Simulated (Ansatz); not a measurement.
A CCSD(T) single point on CH₄FGaOS, SMILES `C[S][Ga]([OH])[F]`.

```yaml
crystal:
  periodic: [false, false, false]
  atoms:
    - {symbol: C, position_ang: [1.410656, 0.221788, 0.897022]}
    - {symbol: S, position_ang: [0.676339, 1.449776, -0.234361]}
    - {symbol: Ga, position_ang: [-1.048167, 0.332879, -0.911686]}
    - {symbol: O, position_ang: [-1.391647, -1.314370, -0.345328]}
    - {symbol: F, position_ang: [-2.188507, 1.008080, -2.056797]}
    - {symbol: H, position_ang: [0.734141, -0.018259, 1.714419]}
    - {symbol: H, position_ang: [2.307750, 0.689888, 1.301073]}
    - {symbol: H, position_ang: [1.689360, -0.687332, 0.368527]}
    - {symbol: H, position_ang: [-2.189916, -1.682440, -0.732868]}
basis:
  gaussian: {orbitals: def2-SVP}
correlation: {method: ccsd_t}
```

```sh
$ ansatz run in.yaml --threads 4 --pin off --events-out ev --progress --plain --max-ram 10444MiB
```

Output of Ansatz, abridged:

```
Functional definition: HF
1088 factors; integrals over basis functions are off by at most 1.2e-3 eV
mean field evaluation 1: about -68972.4457 eV, gradient 4.6e1 eV
mean field evaluation 2: about -68972.4503 eV, gradient 4.6e1 eV
mean field evaluation 4: about -68976.5529 eV, gradient 3.1e0 eV
mean field evaluation 8: about -68976.5885 eV, gradient 5.5e-4 eV
mean field -68976.58854538 eV, -2534.8428750317 hartree, gradient 2.0e-6 eV, S^2 0.000000; 0 other end points of the search recorded, 0 dependent functions left out
17 core orbitals not correlated: weight in the atoms' cores, before any rotation towards them, 1.000 or more for the frozen orbitals, at most 0.000 for the correlated occupied ones
reference -68976.58854538 eV, -2534.8428750317 hartree; 20, 20 occupied and 75, 75 virtual orbitals, 1088 factors
second order -23.34032621 eV of doubles, -0.00000000 eV of singles
cycle   1  -23.17155275 eV  change    1.7e-1 eV  update   1.2e-1
cycle   2  -23.79919551 eV  change   -6.3e-1 eV  update   3.7e-2
cycle   3  -23.94847495 eV  change   -1.5e-1 eV  update   2.0e-2
cycle   4  -23.93984501 eV  change    8.6e-3 eV  update   4.6e-3
cycle   5  -23.93645428 eV  change    3.4e-3 eV  update   2.0e-3
cycle   6  -23.93659488 eV  change   -1.4e-4 eV  update   6.1e-4
cycle   7  -23.93637035 eV  change    2.2e-4 eV  update   1.9e-4
cycle   8  -23.93629753 eV  change    7.3e-5 eV  update   6.9e-5
cycle   9  -23.93629983 eV  change   -2.3e-6 eV  update   2.3e-5
perturbative correction -0.63181813 eV, -0.0232188881 hartree
Total energy: -69001.15666334 eV, -2535.7457367139 hartree
```

Hardware: 4 threads of an Intel Xeon 6975P-C on a shared host. Wall time 3.9 s, peak host memory 0.56 GiB.

The correlation energy is -24.568 eV, 2.6 % of it from (T); the T1 diagnostic reads 0.0134.
